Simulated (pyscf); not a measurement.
[F–Mo(F)(F)(F)–SH]• (SMILES [F][Mo]([F])([F])([F])[SH]), doublet

Gas-phase minimum from PySCF at ωB97X-D3(BJ)/def2-SVP, one conformer. Other isomers of [F–Mo(F)(F)(F)–SH]• were not searched in full and may lie lower. 

```
Mo
F 1 1.8103
F 1 1.8104 2 135.88
F 1 1.8650 2 90.15 3 -90.40
F 1 1.8725 2 89.54 4 179.46
S 1 2.2444 2 112.00 5 90.62
H 6 1.3524 1 95.49 2 -89.80
```
Charge 0, spin multiplicity 2.

Properties at ωB97X-D3(BJ)/def2-SVP:

```
Property                                                                                                                                                                                        Result
---------------------------------------------------------------------------------------------------------------------  -------------------------------------------------------------------------------
Harmonic wavenumbers, unscaled                                                                                         132, 153, 171, 190, 243, 262, 278, 442, 466, 651, 698, 734, 762, 762, 2727 cm⁻¹
Zero-point energy                                                                                                                                                                        12.4 kcal/mol
Rotational symmetry number                                                                                                                                                                           1
Entropy of this conformer at 298 K and 1 atm, rigid rotor and harmonic oscillator, modes under 100 cm⁻¹ raised to 100                                                                  375.5 J/(mol K)
Dipole moment                                                                                                                                                                                   1.58 D
Spin expectation value S2                                                                                                                                                                        0.754
```

Single-point totals, which compare only within one level:

```json
[
 {"level": "ωB97X-D3(BJ)/def2-TZVP", "total energy (hartree)": "-866.80753"},
 {"level": "PBE/def2-TZVP", "total energy (hartree)": "-866.27243"},
 {"level": "r²SCAN/def2-TZVP", "total energy (hartree)": "-866.63492"},
 {"level": "B3LYP-D3(BJ)/def2-TZVP", "total energy (hartree)": "-866.81807"},
 {"level": "PBE0-D3(BJ)/def2-TZVP", "total energy (hartree)": "-866.23368"},
 {"level": "M06-2X/def2-TZVP", "total energy (hartree)": "-866.46395"},
 {"level": "ωB97M-D3(BJ)/def2-TZVP", "total energy (hartree)": "-866.81729"}
]
```

Soft torsions are taken as harmonic, which can shift the entropy by several J/(mol K). Open-shell species with a d-block atom are single-reference here; other states, and whether the spin sits on metal or ligand, were not checked. Elements past Kr carry the def2 core potentials, without spin-orbit coupling.
